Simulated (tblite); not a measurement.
Isomers of C7H15NSi. All values are computed: GFN2-xTB (tblite) harmonic vibrations without scaling, gas phase. Against measured fundamentals such values can be off by several per cent, at times by over 20. Modes of hydrogen on silicon can be 10 to 20 % off. One conformer each.

Electronic energies: GFN2-xTB at the same geometries; isomer energies are rough at this level and their order can be wrong.

```tsv
SMILES	electronic energy, lowest = 0 (kJ/mol)
C=CC[C@@H](C)N([SiH3])C=C	198.5
[SiH3]N[C@H]1[C@H]2CC[C@@H]1CC2	0.0
C=CC(=C)C[SiH2]N(C)C	243.9
```

**Question.** How do GFN2-xTB zero-point energies change the relative energies?

**Answer.** 
```tsv
SMILES	ZPE (kJ/mol)	of it from modes above 1550 cm⁻¹	electronic (kJ/mol)	with ZPE, lowest = 0 (kJ/mol)	lowest mode (cm⁻¹)	rings
[SiH3]N[C@H]1[C@H]2CC[C@@H]1CC2	538.8	257.2	0.0	0.0	47	2
C=CC[C@@H](C)N([SiH3])C=C	518.1	279.7	198.5	177.9	25	0
C=CC(=C)C[SiH2]N(C)C	522.2	281.1	243.9	227.3	23	0
```

The zero-point energies span 20.7 kJ/mol, from `C=CC[C@@H](C)N([SiH3])C=C` to `[SiH3]N[C@H]1[C@H]2CC[C@@H]1CC2`. The order is unchanged.
